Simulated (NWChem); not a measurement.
System: SrO; SMILES [O]=[Sr]

```xyz
2

Sr     0.0000     0.0000    -0.3237
O      0.0000     0.0000     1.6286
```
Atoms are numbered in this order, from 1.

All runs: NWChem. Geometry: optimised at PBE0/def2-SVP. def2 effective core potentials on Sr; no spin-orbit coupling. B3LYP is NWChem's, with the RPA form of VWN correlation. Ions are spin-unrestricted doublets at the neutral geometry; other ion states weren't tried.

Question: Order these by “−ε(HOMO) (eV)”, lowest first: Hartree-Fock/def2-SVPD; PBE0/def2-SVPD; CAM-B3LYP/def2-SVPD; PBE/def2-SVPD.

Answer: PBE/def2-SVPD (3.74), PBE0/def2-SVPD (4.67), CAM-B3LYP/def2-SVPD (5.86), Hartree-Fock/def2-SVPD (7.51)
